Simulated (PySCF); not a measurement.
# Spin states of KF

Unrestricted PBE0; PySCF, spin-free X2C with a Gaussian nucleus, basis sets K x2c-SVPall, F x2c-SVPall. Outer shells of the fragments: K 4s1; F 2s2 2p5.

Followed along the bond (rough minima from three points):

```tsv
2Ms+1	unpaired	⟨S²⟩ at the start	R at minimum (Å)	Te (eV)
1	none	0.00	2.14	0.00
3	σ ↑, π ↑	2.00	none in the scan	≤ 4.40
```

Solutions found at the starting distance of 2.560 Å, counted from the lowest of them; the search is not exhaustive and high or unbound solutions are not listed, so other states can lie among these:

```csv
2Ms+1,unpaired,term,E (eV),⟨S²⟩,⟨Lz²⟩,μ (D)
1,none,¹Σ⁺,0.00,0.00,0.00,-9.58
3,"σ ↑, π ↑",³Π,3.92,2.00,1.00,1.94
1,"σ ↓, π ↑",mixed,3.93,1.00,1.00,2.14
3,σ ↑↑,³Σ⁺,4.03,2.00,0.00,2.07
3,π ↑↑,mixed,5.39,2.00,2.00,0.40
3,π ↑↑,mixed,5.44,2.00,2.00,0.55
3,"σ ↑, π ↑",³Π,5.55,2.00,1.00,0.48
```

A term symbol is given only where ⟨S²⟩ and ⟨Lz²⟩ are close to those of a pure state; real π, δ and φ orbitals otherwise mix terms. A positive dipole means K(−)F(+).

Counting both spins, an empty level lies below a filled one in some of these solutions, because spin and occupation are held.
